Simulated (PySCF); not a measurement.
titanium tetrachloride (Cl₄Ti), SMILES [Cl][Ti]([Cl])([Cl])[Cl], multiplicity 1. Geometry optimised at B3LYP-D3(BJ)/def2-SVP. The spin state was assumed, not searched.

All values below come from PySCF with B3LYP-D3(BJ)/def2-SVP.

Harmonic wavenumbers (cm⁻¹): 117, 117, 137, 137, 137, 383, 502, 502, 502. Rotational constants (GHz): 1.137, 1.137, 1.137; symmetry number 12.

Task: Work out the zero-point energy and the ideal-gas rigid-rotor harmonic-oscillator thermochemistry at 298.15 K and 1 atm.

Result: ZPE = ½ Σ hcν = ½ × 2536 cm⁻¹ = 15.17 kJ/mol. H − E(el) = 36.62 kJ/mol. Entropy in J/(mol K): translation 174.16, rotation 103.90, vibration 74.46, total 352.52. G − E(el) = -68.48 kJ/mol. Cp = 95.43 J/(mol K). Modes under 150 cm⁻¹ make the vibrational entropy uncertain.
